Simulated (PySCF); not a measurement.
Exercise with solution: oscillator strength and radiative lifetime

F3H3HfO2, SMILES [OH][Hf](<-[OH2])([F])([F])[F], multiplicity 1.

The structure is a stationary point at B3LYP-D3(BJ)/def2-SVP. The spin state was assumed, not searched. The structure was generated by enumeration; whether it is a known compound was not checked. The def2 effective core potentials stand for the cores of Hf; spin–orbit coupling is left out. The values are those of a single conformer.

TDA-M06-2X/def2-SVPD (PySCF) puts the first singlet state with f over 0.02 at 8.37 eV (vertical), with the transition dipole (0.000, 0.000, -0.416) in atomic units.

Problem. Find the oscillator strength, the wavelength and the radiative lifetime that this transition would have in vacuum if emission retraced absorption.

Solution. 
|μ|² = 0.1731 au, so |μ| = 1.06 D. ΔE = 8.37/27.211 = 0.3076 hartree. f = (2/3) ΔE |μ|² = 0.035 (the program prints 0.035).
λ = 1239.84/8.37 = 148 nm; ν = 67509 cm⁻¹.
Einstein's coefficient A = 0.6670 ν² f s⁻¹ (ν in cm⁻¹) = 1.1e8 s⁻¹, so τ = 1/A = 9.3 ns. This state is S2; the lower singlet has f = 0.000. The figure is the radiative limit of this one transition; relaxation, internal conversion, crossing to triplets and a medium change what is measured.
